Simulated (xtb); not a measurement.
C3H4BF2N (SMILES CN1C=C(F)B1F), singlet, from a rough starting geometry; xtb 6.7.1 with GFN2-xTB.

Here is a job for xtb.
```
$ xtb mol.xyz --gfn 2 --opt vtight --json

# file mol.xyz
11

C     -1.72554206    -0.01018902    -0.08596038
N     -0.20091379    -0.03326467     0.00157772
C      0.82380977    -0.96807504    -0.15780615
C      1.82310711    -0.16306914     0.05839358
F      3.19069506    -0.29502668     0.16156381
B      0.82313255     1.04581543     0.25643483
F      0.84331098     2.47998410     0.14715918
H     -2.12016016     0.86707630    -0.59594966
H     -2.02189162    -1.03040040    -0.42144609
H     -2.14600321     0.00751574     0.91210359
H      0.76736076    -2.05553916    -0.24794735
```

Output, abridged:

```
   ID    Z sym.   atoms
    1    6 C      1, 3, 4
    2    7 N      2
    3    9 F      5, 7
    4    5 B      6
    5    1 H      8-11

           -------------------------------------------------
          |                Calculation Setup                |
           -------------------------------------------------

molecular fragmentation (1/2 indicates fragments):
11111121112
# atoms in fragment 1/2:     9     2
 fragment masses (1/2) :       82.87       20.01
CMA distance (Bohr)    :   4.455
constraining FC (au)   :  0.0500

           -------------------------------------------------
          |                 G F N 2 - x T B                 |
           -------------------------------------------------

          ...................................................
          :                      SETUP                      :
          :.................................................:
          :  # basis functions                  32          :
          :  # atomic orbitals                  32          :
          :  # shells                           18          :
          :  # electrons                        38          :
          :  max. iterations                   250          :
          :  Hamiltonian                  GFN2-xTB          :
          :  restarted?                      false          :
          :  GBSA solvation                  false          :
          :  PC potential                    false          :
          :  electronic temp.          300.0000000     K    :
          :  accuracy                    1.0000000          :
          :  -> integral cutoff          0.2500000E+02      :
          :  -> integral neglect         0.1000000E-07      :
          :  -> SCF convergence          0.1000000E-05 Eh   :
          :  -> wf. convergence          0.1000000E-03 e    :
          :  Broyden damping             0.4000000          :
          :  net charge                          0          :
          :  unpaired electrons                  0          :
          ...................................................

 iter      E             dE          RMSdq      gap      omega  full diag
   1    -22.0417913 -0.220418E+02  0.729E+00    2.67       0.0  T
   2    -22.1013018 -0.595105E-01  0.528E+00    0.71       1.0  T
   3    -22.1571010 -0.557992E-01  0.354E+00    2.49       1.0  T
   4    -22.2122652 -0.551642E-01  0.991E-01    1.76       1.0  T
   5    -22.2109571  0.130811E-02  0.906E-01    1.79       1.0  T
   6    -22.2114484 -0.491264E-03  0.515E-01    1.78       1.0  T
   7    -22.2135271 -0.207870E-02  0.124E-01    1.63       1.0  T
   8    -22.2135379 -0.107834E-04  0.303E-02    1.61       1.0  T
   9    -22.2135404 -0.256197E-05  0.168E-02    1.61       1.8  T
  10    -22.2135425 -0.211068E-05  0.308E-03    1.61       9.8  T
  11    -22.2135426 -0.650100E-07  0.173E-03    1.61      17.4  T
  12    -22.2135426 -0.611859E-08  0.673E-04    1.61      44.8  T
  13    -22.2135426 -0.385761E-09  0.242E-04    1.61     124.7  T

   *** convergence criteria satisfied after 13 iterations ***

         :::::::::::::::::::::::::::::::::::::::::::::::::::::
         ::                     SUMMARY                     ::
         :::::::::::::::::::::::::::::::::::::::::::::::::::::
         :: total energy             -22.031860120649 Eh    ::
         :: gradient norm              0.169613256759 Eh/a0 ::
         :: HOMO-LUMO gap              1.610407334205 eV    ::
         ::.................................................::
         :: SCC energy               -22.213537619017 Eh    ::
         :: -> isotropic ES            0.055724995720 Eh    ::
         :: -> anisotropic ES          0.002894624088 Eh    ::
         :: -> anisotropic XC          0.002149234849 Eh    ::
         :: -> dispersion             -0.005762601561 Eh    ::
         :: repulsion energy           0.181677498368 Eh    ::
         :: add. restraining           0.000000000000 Eh    ::
         :: total charge              -0.000000000000 e     ::
         :::::::::::::::::::::::::::::::::::::::::::::::::::::

      -----------------------------------------------------------
     |                   =====================                   |
     |                        A N C O P T                        |
     |                   =====================                   |
     |               Approximate Normal Coordinate               |
     |                Rational Function Optimizer                |
      -----------------------------------------------------------
      -----------------------------------------------------------
     |                   =====================                   |
     |                        A N C O P T                        |
     |                   =====================                   |
     |               Approximate Normal Coordinate               |
     |                Rational Function Optimizer                |
      -----------------------------------------------------------

          ...................................................
          :                      SETUP                      :
          :.................................................:
          :   optimization level         verytight          :
          :   max. optcycles                   220          :
          :   ANC micro-cycles                  20          :
          :   degrees of freedom                27          :
          :.................................................:
          :   RF solver                   davidson          :
          :   write xtbopt.log                true          :
          :   linear?                        false          :
          :   energy convergence         0.1000000E-06 Eh   :
          :   grad. convergence          0.2000000E-03 Eh/α :
          :   maxmium RF displ.          1.0000000          :
          :   Hlow (freq-cutoff)         0.1000000E-01      :
[...]
 * total energy  :   -22.0713650 Eh     change       -0.2254612E-04 Eh
 * total energy  :   -22.0713792 Eh     change       -0.1426383E-04 Eh
 * total energy  :   -22.0714014 Eh     change       -0.2216953E-04 Eh
 * total energy  :   -22.0714060 Eh     change       -0.4635410E-05 Eh
 * total energy  :   -22.0714077 Eh     change       -0.1706433E-05 Eh
 * total energy  :   -22.0714082 Eh     change       -0.4762634E-06 Eh
 * total energy  :   -22.0714085 Eh     change       -0.2924937E-06 Eh
 * total energy  :   -22.0714090 Eh     change       -0.5082769E-06 Eh
 * total energy  :   -22.0714094 Eh     change       -0.3803095E-06 Eh
 * total energy  :   -22.0714099 Eh     change       -0.4620563E-06 Eh
 * total energy  :   -22.0714101 Eh     change       -0.2264875E-06 Eh
 * total energy  :   -22.0714101 Eh     change       -0.3320344E-07 Eh
   *** GEOMETRY OPTIMIZATION CONVERGED AFTER 31 ITERATIONS ***
         :: total energy             -22.071410118042 Eh    ::
[...]
         ::.................................................::
         :: SCC energy               -22.269271862420 Eh    ::
         :: -> isotropic ES            0.051167287451 Eh    ::
         :: -> anisotropic ES          0.002611145560 Eh    ::
         :: -> anisotropic XC          0.001017998466 Eh    ::
         :: -> dispersion             -0.005884801521 Eh    ::
         :: repulsion energy           0.197861744379 Eh    ::
         :: add. restraining           0.000000000000 Eh    ::
         :: total charge              -0.000000000000 e     ::
         :::::::::::::::::::::::::::::::::::::::::::::::::::::

           -------------------------------------------------
          |                Property Printout                |
           -------------------------------------------------

    * Orbital Energies and Occupations

         #    Occupation            Energy/Eh            Energy/eV
      -------------------------------------------------------------
         1        2.0000           -0.8239024             -22.4195
       ...           ...                  ...                  ...
         7        2.0000           -0.5607152             -15.2578
         8        2.0000           -0.5535622             -15.0632
         9        2.0000           -0.5486236             -14.9288
        10        2.0000           -0.5451446             -14.8341
        11        2.0000           -0.5261787             -14.3181
        12        2.0000           -0.5242282             -14.2650
        13        2.0000           -0.5191537             -14.1269
        14        2.0000           -0.5152696             -14.0212
        15        2.0000           -0.4894939             -13.3198
        16        2.0000           -0.4651879             -12.6584
        17        2.0000           -0.4624500             -12.5839
        18        2.0000           -0.4308511             -11.7241
        19        2.0000           -0.3662858              -9.9671 (HOMO)
        20                         -0.2748081              -7.4779 (LUMO)
        21                         -0.1461661              -3.9774
        22                         -0.0325595              -0.8860
        23                         -0.0004106              -0.0112
        24                          0.0829047               2.2560
        25                          0.1369957               3.7278
        26                          0.1609330               4.3792
        27                          0.1907129               5.1896
        28                          0.1926611               5.2426
        29                          0.2286288               6.2213
        30                          0.3089681               8.4074
       ...                                ...                  ...
        32                          0.8615610              23.4443
      -------------------------------------------------------------
                  HL-Gap            0.0914777 Eh            2.4892 eV
             Fermi-level           -0.3205469 Eh           -8.7225 eV

     #   Z          covCN         q      C6AA      α(0)
     1   6 C        3.682    -0.038    21.465     6.635
     2   7 N        2.856    -0.194    25.204     7.456
     3   6 C        3.257    -0.013    27.199     8.431
     4   6 C        2.859     0.053    26.805     8.486
     5   9 F        0.784    -0.205    11.290     3.969
     6   5 B        2.897     0.410    15.514     6.574
     7   9 F        0.722    -0.240    11.670     4.034
     8   1 H        0.925     0.062     2.178     2.308
     9   1 H        0.924     0.050     2.319     2.381
    10   1 H        0.924     0.050     2.319     2.382
    11   1 H        0.926     0.066     2.133     2.284

 Mol. C6AA /au·bohr⁶  :       1333.080247
 Mol. C8AA /au·bohr⁸  :      31342.267266
 Mol. α(0) /au        :         54.939203

Wiberg/Mayer (AO) data.
largest (>0.10) Wiberg bond orders for each atom

 ---------------------------------------------------------------------------
     #   Z sym  total        # sym  WBO       # sym  WBO       # sym  WBO
 ---------------------------------------------------------------------------
     1   6 C    3.975 --     2 N    1.019     8 H    0.979     9 H    0.974
                            10 H    0.974
     2   7 N    3.432 --     6 B    1.272     1 C    1.019     3 C    0.966
     3   6 C    3.956 --     4 C    1.837     2 N    0.966    11 H    0.962
     4   6 C    3.841 --     3 C    1.837     5 F    0.976     6 B    0.889
     5   9 F    1.126 --     4 C    0.976
     6   5 B    3.385 --     2 N    1.272     7 F    1.091     4 C    0.889
     7   9 F    1.208 --     6 B    1.091
     8   1 H    0.996 --     1 C    0.979
     9   1 H    0.997 --     1 C    0.974
    10   1 H    0.997 --     1 C    0.974
    11   1 H    0.996 --     3 C    0.962
 ---------------------------------------------------------------------------

Topologies differ in total number of bonds
Writing topology from bond orders to xtbtopo.mol

molecular dipole:
                 x           y           z       tot (Debye)
 q only:       -1.130      -0.367      -0.036
   full:       -1.247      -0.495      -0.038       3.411
molecular quadrupole (traceless):
                xx          xy          yy          xz          yz          zz
 q only:       -3.247       0.669      -0.210      -0.271       0.093       3.456
  q+dip:       -5.077       1.511       1.103      -0.376       0.110       3.974
   full:       -5.328       0.962       0.068      -0.424       0.132       5.260

optimized geometry written to: xtbopt.xyz

           -------------------------------------------------
          | TOTAL ENERGY              -22.071410118042 Eh   |
          | GRADIENT NORM               0.000022584156 Eh/α |
          | HOMO-LUMO GAP               2.489234019864 eV   |
           -------------------------------------------------

normal termination of xtb
```
